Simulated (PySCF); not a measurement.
Al(OH)3 (AlH₃O₃), SMILES [OH][Al]([OH])[OH]. Atoms are numbered in the order given.

```xyz
7

Al     0.0000     0.0000     0.0000
O      1.6024     0.5624     0.0000
H      2.3696    -0.0166     0.0000
O     -0.3142    -1.6689     0.0000
H     -1.1992    -2.0438     0.0000
O     -1.2882     1.1065     0.0000
H     -1.1704     2.0604     0.0000
```

Coordinates come from a B3LYP-D3(BJ)/def2-SVP optimisation. The isomer is the one that the SMILES or the coordinates give; other isomers of the formula were not compared. The values are those of a single conformer.

Level of theory: PySCF 2.14.0 with TDDFT-LC-ωPBE/def2-SVPD.

Vertical excitations; the highest root listed may be one member of a degenerate set. Gas-phase values at a fixed geometry. State labels are in the subgroup Cs.

Computed lowest excited states:
| state | symmetry | energy (eV) | λ (nm) | f | main pairs |
|---|---|---|---|---|---|
| S1 | A" | 7.59 | 163 | 0.000 | HOMO→LUMO (degenerate set) |
| S2 | A" | 7.59 | 163 | 0.000 | HOMO−1→LUMO (degenerate set) |
| S3 | A' | 8.29 | 150 | 0.000 | HOMO−2→LUMO 76 % |
| S4 | A' | 8.38 | 148 | 0.094 | HOMO−3→LUMO (degenerate set) |
| S5 | A' | 8.38 | 148 | 0.094 | HOMO−4→LUMO (degenerate set) |
| S6 | A" | 8.43 | 147 | 0.259 | HOMO−5→LUMO 64 % |
| S7 | A" | 9.66 | 128 | 0.000 | HOMO→LUMO+4, HOMO→LUMO+1, HOMO−1→LUMO+2, HOMO→LUMO+2 (degenerate set) |
| S8 | A" | 9.66 | 128 | 0.000 | HOMO−1→LUMO+4, HOMO−1→LUMO+1, HOMO→LUMO+2, HOMO→LUMO+1 (degenerate set) |
| S9 | A" | 9.75 | 127 | 0.008 | HOMO−1→LUMO+1 20 %, HOMO→LUMO+2 19 %, HOMO−5→LUMO 16 %, HOMO−5→LUMO+4 15 % |
| S10 | A' | 9.79 | 127 | 0.089 | HOMO→LUMO+3 77 % |
| T1 | A" | 7.19 | 172 | 0 | HOMO→LUMO, HOMO−1→LUMO, HOMO→LUMO+5 (degenerate set) |
| T2 | A" | 7.19 | 172 | 0 | HOMO−1→LUMO, HOMO→LUMO, HOMO−1→LUMO+5 (degenerate set) |
| T3 | A" | 7.70 | 161 | 0 | HOMO−5→LUMO 60 %, HOMO−5→LUMO+5 11 % |
| T4 | A' | 7.90 | 157 | 0 | HOMO−3→LUMO 62 %, HOMO−3→LUMO+5 10 % |
Triplets are in the Tamm–Dancoff approximation, which puts them higher than full response would, so one can lie above its singlet here.
